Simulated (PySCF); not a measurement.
C₂H₁₀Si₄, SMILES C1=C[SiH2][Si@@H]1[SiH2][SiH3]. Atoms are numbered in the order given.

```xyz
16

Si     3.1029    -0.2533     0.0120
Si     1.1890     0.4036     1.2113
Si    -0.5655     0.7903    -0.2998
C     -2.3053     0.8356     0.4642
C     -2.9247    -0.2848     0.0122
Si    -1.6709    -1.1063    -1.1487
H      3.5035     0.8320    -0.9326
H      2.7925    -1.4791    -0.7829
H      4.2515    -0.5474     0.9195
H      1.4975     1.6194     2.0268
H      0.7837    -0.6946     2.1413
H     -0.2176     1.9313    -1.2023
H     -2.7729     1.5487     1.1565
H     -3.9428    -0.5713     0.3089
H     -2.0741    -1.1491    -2.5862
H     -1.2178    -2.4748    -0.7552
```
Charge 0, spin multiplicity 1.

The structure is a stationary point at B3LYP-D3(BJ)/def2-SVP. The structure was generated by enumeration; whether it is a known compound was not checked. One conformer was computed; it need not be the lowest.

All values below come from PySCF with HF/pcSseg-1.

GIAO shieldings, no solvent; atoms listed in one row are averaged. δ = σ(ref) − σ: ²⁹Si against TMS (σ = 393.8 ppm); ¹³C against TMS (σ = 192.6 ppm); ¹H against TMS (σ = 31.99 ppm), references at their B3LYP-D3(BJ)/def2-TZVP geometries, non-relativistic.

**Question.** Estimate the chemical shifts. (An estimate is asked for; the answer gives what the named calculation found.)

**Answer.** 
```csv
nucleus,atoms,count,δ (ppm)
²⁹Si,Si3,1,-43.2
²⁹Si,Si6,1,-45.7
²⁹Si,Si1,1,-93.3
²⁹Si,Si2,1,-97.9
¹³C,C4,1,172.4
¹³C,C5,1,169.7
¹H,H13,1,7.68
¹H,H14,1,7.52
¹H,"H15, H16",2,4.63
¹H,H12,1,4.62
¹H,H10,1,3.69
¹H,"H7, H8, H9",3,3.59
¹H,H11,1,3.42
```
